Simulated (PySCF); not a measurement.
Ga(H)(Cl)(Et) (C₂H₆ClGa), SMILES C[CH2][GaH][Cl].

Coordinates come from a ωB97X-D3(BJ)/def2-SVP optimisation. The structure was generated by enumeration; whether it is a known compound was not checked. The values are those of a single conformer.

Calculation: PySCF with HF/def2-TZVP.

Isolated molecule, no solvent.

Computed frontier levels, gap, dipole moment and polarisability:
```
Item                                                                                                           Result
---------------------------------------------------------------------------------------------  ----------------------
highest occupied level                                                                                      -10.75 eV
lowest empty level                                                                                            1.45 eV
orbital gap                                                                                                  12.20 eV
dipole moment                                                                                                  2.73 D
quadrupole, principal values (traceless, Buckingham form, about the centre of nuclear charge)  -6.96, -0.51, 7.47 D·Å
mean static polarisability                                                                       59.5 bohr³ (8.81 Å³)
polarisability, principal values                                                               47.1, 58.2, 73.1 bohr³
```
